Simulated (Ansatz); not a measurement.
Cost and result up the ladder for SiIH3 (SiH3I) (5 atoms). The state is a singlet with charge 0. Geometry: r2SCAN-D4/def2-TZVP.

| atom | x (Å) | y (Å) | z (Å) |
| --- | --- | --- | --- |
| Si1 | 0.196 | 0.065 | 0.005 |
| I2 | -2.124 | -0.703 | -0.054 |
| H3 | 0.335 | 1.061 | 1.091 |
| H4 | 0.522 | 0.679 | -1.302 |
| H5 | 1.072 | -1.101 | 0.260 |

Ansatz on 4 threads of Arm Neoverse V1 on a shared host. Times are rough, and most runs start from the orbitals of an earlier one. CAM-B3LYP-D4/def2-TZVP serves as the yardstick here, not as an exact answer. Differences are given only for rows in sets of like size (and for xTB, whose basis is part of the method), since another set adds its own error. Binding counts from free atoms at the same level (Si triplet, I doublet, H doublet; other spins of the atoms weren't run), without zero-point energy or a counterpoise term.

In the def2 sets I takes a core potential; there is no spin–orbit coupling. B3LYP takes the VWN-RPA correlation. Correlated methods freeze 9 core orbitals; core or outer-core shells of I are correlated, in sets that lack core-valence functions.

Correlated methods converge slowly with the basis.

```json
{"level": "CAM-B3LYP-D4/def2-TZVP", "functions": "105", "binding energy per atom (eV)": "2.67", "difference from CAM-B3LYP-D4/def2-TZVP (eV)": "0.00"}
{"level": "CCSD(T)/def2-TZVPP", "functions": "134", "binding energy per atom (eV)": "2.63", "difference from CAM-B3LYP-D4/def2-TZVP (eV)": "-0.04"}
{"level": "MP2/def2-TZVP", "functions": "105", "binding energy per atom (eV)": "2.57", "difference from CAM-B3LYP-D4/def2-TZVP (eV)": "-0.10"}
{"level": "PBE0-D4/def2-SVP", "functions": "59", "binding energy per atom (eV)": "2.61", "difference from CAM-B3LYP-D4/def2-TZVP (eV)": "–"}
{"level": "B97M-V/def2-TZVP", "functions": "105", "binding energy per atom (eV)": "2.67", "difference from CAM-B3LYP-D4/def2-TZVP (eV)": "0.01"}
{"level": "PBE-D4/def2-SVP", "functions": "59", "binding energy per atom (eV)": "2.62", "difference from CAM-B3LYP-D4/def2-TZVP (eV)": "–"}
{"level": "LDA (SPW92)/def2-TZVP", "functions": "105", "binding energy per atom (eV)": "2.94", "difference from CAM-B3LYP-D4/def2-TZVP (eV)": "0.28"}
{"level": "PBE-D4/def2-TZVP", "functions": "105", "binding energy per atom (eV)": "2.64", "difference from CAM-B3LYP-D4/def2-TZVP (eV)": "-0.03"}
{"level": "r2SCAN0-D4/def2-TZVP", "functions": "105", "binding energy per atom (eV)": "2.67", "difference from CAM-B3LYP-D4/def2-TZVP (eV)": "0.00"}
{"level": "r2SCAN-D4/def2-TZVP", "functions": "105", "binding energy per atom (eV)": "2.68", "difference from CAM-B3LYP-D4/def2-TZVP (eV)": "0.01"}
{"level": "B3LYP-D4/def2-TZVP", "functions": "105", "binding energy per atom (eV)": "2.67", "difference from CAM-B3LYP-D4/def2-TZVP (eV)": "0.00"}
{"level": "BLYP-D4/def2-TZVP", "functions": "105", "binding energy per atom (eV)": "2.63", "difference from CAM-B3LYP-D4/def2-TZVP (eV)": "-0.04"}
{"level": "PBE0-D4/def2-TZVP (with forces)", "functions": "105", "binding energy per atom (eV)": "2.64", "difference from CAM-B3LYP-D4/def2-TZVP (eV)": "-0.02"}
```

(1) Estimate how long each takes.

Answers

(1) LDA (SPW92)/def2-TZVP 0.35 s; PBE-D4/def2-SVP 0.35 s; PBE-D4/def2-TZVP 0.5 s; PBE0-D4/def2-SVP 0.5 s; BLYP-D4/def2-TZVP 0.55 s; MP2/def2-TZVP 0.55 s; B3LYP-D4/def2-TZVP 0.7 s; CAM-B3LYP-D4/def2-TZVP 0.8 s; PBE0-D4/def2-TZVP (with forces) 1 s; r2SCAN-D4/def2-TZVP 1.1 s; r2SCAN0-D4/def2-TZVP 1.4 s; B97M-V/def2-TZVP 2.1 s; CCSD(T)/def2-TZVPP 7 s. On shared hardware such times vary by a factor of up to 3.
